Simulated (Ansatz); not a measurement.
Ga₁₂N₁₂. The state is a singlet with charge 0. Geometry PBE-D4/def2-SVP; atoms count from 1.

```csv
atom,x (Å),y (Å),z (Å)
Ga1,-1.2839,2.3554,-2.0385
Ga2,-1.2087,1.7692,0.5811
Ga3,-2.0574,-0.8256,0.0304
Ga4,-1.5496,-1.5377,2.5683
Ga5,0.8996,3.2429,-0.1876
Ga6,0.4599,0.1964,2.1621
Ga7,-0.4598,-0.1970,-2.1631
Ga8,-0.8999,-3.2425,0.1884
Ga9,1.5491,1.5376,-2.5688
Ga10,2.0576,0.8257,-0.0303
Ga11,1.2085,-1.7684,-0.5802
Ga12,1.2866,-2.3549,2.0385
N13,-0.9767,3.4571,-0.5033
N14,-1.8934,0.7699,-1.0681
N15,-1.5358,0.2201,1.7097
N16,-2.3850,-2.4874,1.1313
N17,0.7485,1.8426,1.1703
N18,0.2065,-1.4355,3.3240
N19,-0.2066,1.4346,-3.3258
N20,-0.7495,-1.8427,-1.1699
N21,2.3840,2.4862,-1.1308
N22,1.5344,-0.2204,-1.7097
N23,1.8951,-0.7689,1.0681
N24,0.9765,-3.4570,0.5039
```

Single mean-field runs in def2-TZVP are fitted with def2-universal-jkfit. Another isomer (singlet) lies 4.27 eV lower at PBE0-D4/def2-TZVP; other spin states weren't run for this one.

Estimate the Mulliken populations from the PBE0/def2-TZVP orbitals of Ansatz.


```json
{"atom": "Ga1", "charge (e)": "0.38"}
{"atom": "Ga2", "charge (e)": "0.59"}
{"atom": "Ga3", "charge (e)": "0.59"}
{"atom": "Ga4", "charge (e)": "0.38"}
{"atom": "Ga5", "charge (e)": "0.38"}
{"atom": "Ga6", "charge (e)": "0.59"}
{"atom": "Ga7", "charge (e)": "0.59"}
{"atom": "Ga8", "charge (e)": "0.38"}
{"atom": "Ga9", "charge (e)": "0.38"}
{"atom": "Ga10", "charge (e)": "0.59"}
{"atom": "Ga11", "charge (e)": "0.59"}
{"atom": "Ga12", "charge (e)": "0.38"}
{"atom": "N13", "charge (e)": "-0.45"}
{"atom": "N14", "charge (e)": "-0.52"}
{"atom": "N15", "charge (e)": "-0.52"}
{"atom": "N16", "charge (e)": "-0.45"}
{"atom": "N17", "charge (e)": "-0.52"}
{"atom": "N18", "charge (e)": "-0.45"}
{"atom": "N19", "charge (e)": "-0.45"}
{"atom": "N20", "charge (e)": "-0.52"}
{"atom": "N21", "charge (e)": "-0.45"}
{"atom": "N22", "charge (e)": "-0.52"}
{"atom": "N23", "charge (e)": "-0.52"}
{"atom": "N24", "charge (e)": "-0.45"}
```
Mulliken values depend strongly on the basis.

And the Mayer bond orders between heavy atoms (over 0.3, the first 40 of 42)?

Ga1–N13 1.06 (1.91 Å); Ga1–N14 0.79 (1.96 Å); Ga1–N19 1.06 (1.91 Å); Ga2–N13 0.80 (2.02 Å); Ga2–N14 0.66 (2.05 Å); Ga2–N15 0.72 (1.94 Å); Ga2–N17 0.66 (2.05 Å); Ga3–N14 0.72 (1.94 Å); Ga3–N15 0.66 (2.05 Å); Ga3–N16 0.80 (2.02 Å); Ga3–N20 0.66 (2.05 Å); Ga4–N15 0.79 (1.96 Å); Ga4–N16 1.06 (1.91 Å); Ga4–N18 1.06 (1.91 Å); Ga5–N13 1.06 (1.91 Å); Ga5–N17 0.79 (1.96 Å); Ga5–N21 1.06 (1.91 Å); Ga6–N15 0.66 (2.05 Å); Ga6–N17 0.72 (1.94 Å); Ga6–N18 0.80 (2.02 Å); Ga6–N23 0.66 (2.05 Å); Ga7–N14 0.66 (2.05 Å); Ga7–N19 0.80 (2.02 Å); Ga7–N20 0.72 (1.94 Å); Ga7–N22 0.66 (2.05 Å); Ga8–N16 1.06 (1.91 Å); Ga8–N20 0.79 (1.96 Å); Ga8–N24 1.06 (1.91 Å); Ga9–N19 1.06 (1.91 Å); Ga9–N21 1.06 (1.91 Å); Ga9–N22 0.79 (1.96 Å); Ga10–N17 0.66 (2.05 Å); Ga10–N21 0.80 (2.02 Å); Ga10–N22 0.66 (2.05 Å); Ga10–N23 0.72 (1.94 Å); Ga11–N20 0.66 (2.05 Å); Ga11–N22 0.72 (1.94 Å); Ga11–N23 0.66 (2.05 Å); Ga11–N24 0.80 (2.02 Å); Ga12–N18 1.06 (1.91 Å).
